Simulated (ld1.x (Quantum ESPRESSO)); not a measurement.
## Al: variants of one RRKJ potential

Base potential:

Al (Z = 13), norm-conserving RRKJ (Kleinman–Bylander form), made with ld1.x (Quantum ESPRESSO) 7.5 (PBEsol, scalar-relativistic). Core [Ne], reference 3s2 3p1. Waves: 3s (bound): rc 2.35 bohr; 3p (bound): rc 2.30 bohr; 3d channel at -0.2 Ry: rc 2.40 bohr. Local part: all-electron potential smoothed inside 2.20 bohr (lloc = -1). Core correction: a·sin(br)/r model core inside 2.15 bohr.

All-electron outer shells of the reference configuration (PBEsol, scalar-relativistic, ld1.x):

```
shell  level (eV)  outermost node (bohr)  outermost maximum (bohr)
   2s     -107.85                   0.16                      0.50
   2p      -69.54                      –                      0.43
   3s       -7.71                   0.80                      2.09
   3p       -2.69                   0.82                      2.64
```

Cutoffs, loose and tight: the cutoffs (Ry, on a coarse ladder) from which the occupation-weighted sum of valence levels, in a spherical-Bessel basis at the reference potential, stays within 10 and 1 mRy of its value at 400 Ry. They do not see the model core or the augmentation charge, which bear on the density cutoff. Test errors are all-electron minus pseudo excitation energies from the reference, over the configurations 3s2 3p0; 3s1 3p0; 3s2 3p0.5; 3s1 3p2; 3s0 3p3; 3s1 3p1; 3s2 3p1.3. A dash means not determined; rows that change the core or the reference have their own tests.

| change | outcome | cutoff, loose | cutoff, tight | bound ghosts | largest test error (meV) |
| --- | --- | --- | --- | --- | --- |
| base | generated | 12 Ry | 18 Ry | none | +14 |
| wave 3s (bound): rc 2.35 bohr becomes 3s (bound): rc 1.48 bohr | failed: compute_chi: n is too large | – | – | – | – |
| wave 3s (bound): rc 2.35 bohr becomes 3s (bound): rc 1.78 bohr | generated | 12 Ry | 18 Ry | none | +8.4 |
| wave 3s (bound): rc 2.35 bohr becomes 3s (bound): rc 1.90 bohr | failed: compute_phi: phi has nodes before r_c | – | – | – | – |
| wave 3s (bound): rc 2.35 bohr becomes 3s (bound): rc 2.14 bohr | failed: compute_phi: phi has nodes before r_c | – | – | – | – |
| wave 3s (bound): rc 2.35 bohr becomes 3s (bound): rc 2.36 bohr | generated | 12 Ry | 18 Ry | none | +14 |
| wave 3s (bound): rc 2.35 bohr becomes 3s (bound): rc 2.66 bohr | generated | 10 Ry | 15 Ry | none | +10 |
| wave 3s (bound): rc 2.35 bohr becomes 3s (bound): rc 2.84 bohr | generated | 10 Ry | 15 Ry | none | +8.5 |
| wave 3s (bound): rc 2.35 bohr becomes 3s (bound): rc 3.10 bohr | generated | 8 Ry | 15 Ry | none | -19 |
| wave 3s (bound): rc 2.35 bohr becomes 3s (bound): rc 3.38 bohr | generated | 6 Ry | 15 Ry | none | -43 |
| wave 3s (bound): rc 2.35 bohr becomes 3s (bound): rc 3.50 bohr | generated | 6 Ry | 15 Ry | none | -65 |

Reading the sweep of the s radius (base included, trends over the rows without a ghost): The loose cutoff falls from 12 Ry at 1.78 to 6 Ry at 3.5 bohr. A larger radius leaves more room for a smooth pseudo-wave, so fewer plane waves are needed; a smaller one forces it to follow the all-electron wave where it bends sharply. The median size of the test errors (rows with all tests solved) rises from 0.9 meV at 1.78 to 9.9 meV at 3.5 bohr, with one reversal. More of the atom is replaced by a form fitted at one configuration, so other configurations suffer as the radius grows. The generation fails at 1.48, 1.9, 2.14 bohr.
